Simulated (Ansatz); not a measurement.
O2Si, charge -1, doublet, geometry from GFN2-xTB (a state made from the parent by changing its charge; the spin is typed, not shown lowest) (a gas-phase anion, which may not be bound at this level). Base run: Ansatz (an electronic-structure program) with B3LYP/6-31G.

Ansatz was given this input:
Ansatz 0.2 input:
```yaml
crystal:
  periodic: [false, false, false]
  atoms:
    - {symbol: O, position_ang: [1.42427737, -0.24577043, 0.00533465]}
    - {symbol: Si, position_ang: [-0.01222762, 0.33847329, 0.01337146]}
    - {symbol: O, position_ang: [-1.40287903, -0.34655783, -0.02873470]}
basis:
  gaussian:
    orbitals: 6-31G
hamiltonian:
  xc: b3lyp
total_charge: -1
magnetization: {spin_polarized: true, initial_magnetization: 1}
```

Each row names what was changed in the base input (with any setting that the change needs).

```tsv
change	ΔE vs base (eV)
base	0.00
occupation = up:A1:8 A2:1 B1:2 B2:5 down:A1:7 A2:1 B1:2 B2:5	0.00
occupation = up:A1:7 A2:1 B1:2 B2:6 down:A1:7 A2:1 B1:2 B2:5	6.73
occupation = up:A1:9 A2:1 B1:2 B2:4 down:A1:7 A2:1 B1:2 B2:5	7.55
symmetry_tolerance_ang = 0.01	0.00
occupation = up:A1:9 A2:1 B1:1 B2:5 down:A1:7 A2:1 B1:2 B2:5	9.24
occupation = up:A1:8 B1:2 B2:6 down:A1:7 A2:1 B1:2 B2:5	8.29
```

A gas-phase anion may not be bound at this level; its values then depend on the basis.
